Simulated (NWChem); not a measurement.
System: CH2GaNO; SMILES O=C=[N][GaH2]

The following NWChem deck was run.

```
start job
memory heap 200 mb stack 900 mb global 1100 mb
geometry units angstroms noautoz
  Ga    -0.000001    -0.001863    -1.126264
  H     -0.000005     1.536795    -1.426231
  H      0.000004    -1.218164    -2.106093
  N      0.000001    -0.485413     0.669492
  C      0.000000    -0.041474     1.797063
  O      0.000001     0.317436     2.920561
end
basis spherical
  Ga library def2-svp
  H library def2-svp
  N library def2-svp
  C library def2-svp
  O library def2-svp
end
dft
  xc pw6b95
  iterations 150
  mulliken
end
task dft energy
```

Output (shortened):

```
             Northwest Computational Chemistry Package (NWChem) 7.3.0
             --------------------------------------------------------

 CS  symmetry detected

                             Geometry "geometry" -> ""
                             -------------------------

 Output coordinates in angstroms (scale by  1.889725989 to convert to a.u.)

  No.       Tag          Charge          X              Y              Z
 ---- ---------------- ---------- -------------- -------------- --------------
    1 Ga                  31.0000     0.05556744    -1.13214829     0.00000000
    2 H                    1.0000     1.60423408    -1.37521265     0.00000000
    3 H                    1.0000    -1.12380119    -2.15613200     0.00000000
    4 N                    7.0000    -0.49382701     0.64456946     0.00000000
    5 C                    6.0000    -0.09174005     1.78773360     0.00000000
    6 O                    8.0000     0.22552575     2.92369424     0.00000000

 Effective nuclear repulsion energy (a.u.)     207.1412087485

      Symmetry information
      --------------------

 Group name             Cs
 Group number              2
 Group order               2
 No. of unique centers     6

                                 NWChem DFT Module
                                 -----------------

 Summary of "ao basis" -> "ao basis" (spherical)
 ------------------------------------------------------------------------------
       Tag                 Description            Shells   Functions and Types
 ---------------- ------------------------------  ------  ---------------------
 Ga                         def2-svp                12       32   5s4p3d
 H                          def2-svp                 3        5   2s1p
 N                          def2-svp                 6       14   3s2p1d
 C                          def2-svp                 6       14   3s2p1d
 O                          def2-svp                 6       14   3s2p1d

      Symmetry analysis of basis
      --------------------------

        a'         60
        a"         24

            General Information
            -------------------
          SCF calculation type: DFT
          Wavefunction type:  closed shell.
          No. of atoms     :     6
          No. of electrons :    54
           Alpha electrons :    27
            Beta electrons :    27
          Charge           :     0
          Spin multiplicity:     1
          Use of symmetry is: on ; symmetry adaption is: on
          Maximum number of iterations: 150
          AO basis - number of functions:    84
                     number of shells:    36
          Convergence on energy requested:  1.00D-06
          Convergence on density requested:  1.00D-05
          Convergence on gradient requested:  5.00D-04

              XC Information
              --------------
                       PW6B95 Method XC Functional
                     Hartree-Fock (Exact) Exchange  0.280
                    PW6B95 GGA Exchange Functional  0.720
                      PW6B95 Correlation Potential  1.000

             Grid Information
             ----------------
          Grid used for XC integration:  medium
          Radial quadrature: Mura-Knowles
          Angular quadrature: Lebedev.
          Tag              B.-S. Rad. Rad. Pts. Rad. Cut. Ang. Pts.
          ---              ---------- --------- --------- ---------
          Ga                  1.30      112           9.0       590
          H                   0.35       45          11.0       434
          N                   0.65       49           8.0       434
          C                   0.70       49          11.0       434
          O                   0.60       49          13.0       434
          Grid pruning is: on
          Number of quadrature shells:   349
          Spatial weights used:  Erf1

      Superposition of Atomic Density Guess
      -------------------------------------

 Sum of atomic energies:       -2090.53456507

      Non-variational initial energy
      ------------------------------

 Total energy =   -2091.955036
 1-e energy   =   -3324.868621
 2-e energy   =    1025.772376
 HOMO         =      -0.341506
 LUMO         =      -0.005493

      Symmetry analysis of molecular orbitals - initial
      -------------------------------------------------

  Numbering of irreducible representations:

     1 a'          2 a"

  Orbital symmetries:

     1 a'          2 a'          3 a'          4 a'          5 a"
     6 a'          7 a'          8 a'          9 a'         10 a'
    11 a'         12 a"         13 a'         14 a'         15 a'
    16 a'         17 a'         18 a"         19 a"         20 a'
    21 a'         22 a"         23 a'         24 a'         25 a'
    26 a"         27 a'         28 a"         29 a'         30 a'
    31 a'         32 a"         33 a'         34 a'         35 a'
    36 a'         37 a"

     ---------------------------------------------
      Total Density - Mulliken Population Analysis
     ---------------------------------------------

    Atom       Charge   Shell Charges
 -----------   ------   -------------------------------------------------------
    1 Ga  31    30.13   2.00  2.00  2.00  0.95  0.22  6.00  5.98  0.62  0.32  8.09  1.84  0.13
    2 H    1     1.17   0.68  0.48  0.01
    3 H    1     1.16   0.68  0.47  0.01
    4 N    7     7.77   1.99  1.08  0.50  2.52  1.66  0.02
    5 C    6     5.18   1.99  0.90  0.15  1.50  0.54  0.11
    6 O    8     8.58   1.99  1.13  0.64  2.99  1.82  0.01

   convergence    iter        energy       DeltaE   RMS-Dens  Diis-err
 ---------------- ----- ----------------- --------- --------- ---------
 d= 0,ls=0.0,diis     1  -2094.8365673381 -2.30D+03  1.47D-02  7.50D-01
 d= 0,ls=0.0,diis     2  -2094.7598692504  7.67D-02  8.02D-03  1.84D+00
 d= 0,ls=0.0,diis     3  -2094.9318229307 -1.72D-01  1.93D-03  3.45D-02
 d= 0,ls=0.0,diis     4  -2094.9316479725  1.75D-04  1.21D-03  3.24D-02
 d= 0,ls=0.0,diis     5  -2094.9350473955 -3.40D-03  2.17D-04  8.13D-04
  Resetting Diis
 d= 0,ls=0.0,diis     6  -2094.9351436475 -9.63D-05  3.81D-05  1.26D-05
 d= 0,ls=0.0,diis     7  -2094.9351452560 -1.61D-06  1.58D-05  8.90D-07
 d= 0,ls=0.0,diis     8  -2094.9351452192  3.68D-08  9.11D-06  1.34D-06

         Total DFT energy =    -2094.935145219178
      One electron energy =    -3325.505273777306
           Coulomb energy =     1121.294366442403
    Exchange-Corr. energy =      -97.865446632751
 Nuclear repulsion energy =      207.141208748476

 Numeric. integr. density =       54.000016651418

                  Occupations of the irreducible representations
                  ----------------------------------------------

                     irrep           alpha         beta
                     --------     --------     --------
                     a'               21.0         21.0
                     a"                6.0          6.0

                       DFT Final Molecular Orbital Analysis
                       ------------------------------------

 Vector   25  Occ=2.000000D+00  E=-3.531079D-01  Symmetry=a'
              MO Center= -1.3D-01, -9.5D-01,  4.5D-16, r^2= 4.3D+00
   Bfn.  Coefficient  Atom+Function         Bfn.  Coefficient  Atom+Function
  ----- ------------  ---------------      ----- ------------  ---------------
    38      0.327607  3 H  s                 12     -0.263076  1 Ga px
    33     -0.239776  2 H  s                 74      0.204587  6 O  px
    39      0.179628  3 H  s                 46      0.165558  4 N  px
     9      0.151160  1 Ga px                77      0.141597  6 O  px
    13     -0.137844  1 Ga py                34     -0.132435  2 H  s

 Vector   26  Occ=2.000000D+00  E=-3.152240D-01  Symmetry=a"
              MO Center= -1.9D-01,  1.4D+00, -8.7D-16, r^2= 2.3D+00
   Bfn.  Coefficient  Atom+Function         Bfn.  Coefficient  Atom+Function
  ----- ------------  ---------------      ----- ------------  ---------------
    48      0.450160  4 N  pz                76      0.407922  6 O  pz
    51     -0.354430  4 N  pz                79      0.300072  6 O  pz
    14     -0.097262  1 Ga pz                17     -0.087867  1 Ga pz
    62     -0.082323  5 C  pz                11      0.055362  1 Ga pz
    67      0.055119  5 C  d -1              19      0.048060  1 Ga d -1

 Vector   27  Occ=2.000000D+00  E=-3.043348D-01  Symmetry=a'
              MO Center= -5.7D-02,  7.9D-01, -2.9D-16, r^2= 3.9D+00
   Bfn.  Coefficient  Atom+Function         Bfn.  Coefficient  Atom+Function
  ----- ------------  ---------------      ----- ------------  ---------------
    46      0.409771  4 N  px                74      0.339194  6 O  px
    49     -0.319344  4 N  px                77      0.254668  6 O  px
    33      0.203638  2 H  s                 34      0.181568  2 H  s
    39     -0.130731  3 H  s                 38     -0.127307  3 H  s
    12      0.123501  1 Ga px                75     -0.105009  6 O  py

 Vector   28  Occ=0.000000D+00  E=-6.985484D-02  Symmetry=a"
              MO Center=  6.5D-02, -9.3D-01, -3.4D-14, r^2= 4.2D+00
   Bfn.  Coefficient  Atom+Function         Bfn.  Coefficient  Atom+Function
  ----- ------------  ---------------      ----- ------------  ---------------
    17      0.679699  1 Ga pz                14      0.428226  1 Ga pz
    11     -0.215046  1 Ga pz                62     -0.181186  5 C  pz
    65     -0.147436  5 C  pz                79      0.134120  6 O  pz
    76      0.132645  6 O  pz                48      0.088650  4 N  pz
    51     -0.087219  4 N  pz                 8      0.069332  1 Ga pz

 Vector   29  Occ=0.000000D+00  E= 1.564034D-02  Symmetry=a'
              MO Center=  1.2D-01, -5.1D-01,  1.3D-14, r^2= 4.7D+00
   Bfn.  Coefficient  Atom+Function         Bfn.  Coefficient  Atom+Function
  ----- ------------  ---------------      ----- ------------  ---------------
     5      0.878868  1 Ga s                  4      0.747586  1 Ga s
    34     -0.736092  2 H  s                 39     -0.439649  3 H  s
    45     -0.440087  4 N  s                 16      0.378828  1 Ga py
     3     -0.313945  1 Ga s                 64      0.264182  5 C  py
    60     -0.244538  5 C  px                33     -0.215453  2 H  s

 Vector   30  Occ=0.000000D+00  E= 3.941724D-02  Symmetry=a'
              MO Center=  2.4D-01, -1.1D+00,  1.7D-16, r^2= 5.9D+00
   Bfn.  Coefficient  Atom+Function         Bfn.  Coefficient  Atom+Function
  ----- ------------  ---------------      ----- ------------  ---------------
    16      1.213718  1 Ga py                39      0.665108  3 H  s
    34      0.555020  2 H  s                  4     -0.474295  1 Ga s
    45     -0.405668  4 N  s                 73     -0.316309  6 O  s
    64      0.264910  5 C  py                15     -0.232541  1 Ga px
    50      0.186775  4 N  py                63      0.182551  5 C  px

     ---------------------------------------------
      Total Density - Mulliken Population Analysis
     ---------------------------------------------

    Atom       Charge   Shell Charges
 -----------   ------   -------------------------------------------------------
    1 Ga  31    30.50   2.00  2.00  2.00  1.07  0.10  6.00  5.98  0.89  0.37  8.05  1.83  0.21
    2 H    1     1.09   0.70  0.38  0.01
    3 H    1     1.09   0.70  0.38  0.01
    4 N    7     7.31   1.99  1.01  0.46  2.41  1.42  0.02
    5 C    6     5.84   1.99  0.94  0.10  1.99  0.71  0.12
    6 O    8     8.16   1.99  1.12  0.59  2.83  1.61  0.02

     -------------------------------------------
      Total Density - Lowdin Population Analysis
     -------------------------------------------

    Atom       Charge   Shell Charges
 -----------   ------   -------------------------------------------------------
    1 Ga  31    30.65   2.00  2.00  1.94  0.70  0.32  5.99  5.84  1.01  0.60  7.79  2.02  0.45
    2 H    1     1.08   0.60  0.45  0.02
    3 H    1     1.08   0.60  0.45  0.02
    4 N    7     7.21   1.97  0.76  0.46  2.25  1.73  0.04
    5 C    6     5.87   1.97  0.61  0.26  1.77  1.01  0.26
    6 O    8     8.11   1.98  0.93  0.64  2.69  1.85  0.04

     Multipole analysis of the density
     ---------------------------------

     L   x y z        total         alpha         beta         nuclear
     -   - - -        -----         -----         ----         -------
     0   0 0 0     -0.000000    -27.000000    -27.000000     54.000000

     1   1 0 0      0.160067      0.080034      0.080034     -0.000000
     1   0 1 0     -1.084078     -0.542039     -0.542039     -0.000000
     1   0 0 1     -0.000000     -0.000000     -0.000000      0.000000

     2   2 0 0    -26.219978    -23.995779    -23.995779     21.771580
     2   1 1 0     -0.741822     -0.959134     -0.959134      1.176445
     2   1 0 1      0.000000      0.000000      0.000000      0.000000
     2   0 2 0    -29.955737   -259.136550   -259.136550    488.317363
     2   0 1 1     -0.000000     -0.000000     -0.000000      0.000000
     2   0 0 2    -22.461437    -11.230718    -11.230718      0.000000
```

Level: PW6B95/def2-SVP. Geometry: optimised at B3LYP/6-31G* (spherical d).
